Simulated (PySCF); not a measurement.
Sn(H)3(Me) (CH₆Sn), SMILES [SnH3][CH3]. Heavy atoms are numbered as in [SnH3:1][CH3:2]. Hydrogens are named by the atom that carries them.

Coordinates come from a PBE0-D3(BJ)/def2-TZVP optimisation. The def2 effective core potentials stand for the cores of Sn; spin–orbit coupling is left out.

Method: CAM-B3LYP/def2-TZVPD run with PySCF.

Mulliken values depend strongly on the basis, most of all with diffuse functions as here. ESP charges are fitted to the potential on shells at 1.4 to 2.0 van der Waals radii. Atomic charges (e), one atom of each kind:

```json
[
 {"atom": "Sn1 (SnH3)", "ESP fit": "0.54", "Mulliken": "0.60"},
 {"atom": "C2 (CH3)", "ESP fit": "-0.55", "Mulliken": "-1.06"},
 {"atom": "H on Sn1", "ESP fit": "-0.14", "Mulliken": "-0.11"},
 {"atom": "H on C2", "ESP fit": "0.14", "Mulliken": "0.26"}
]
```
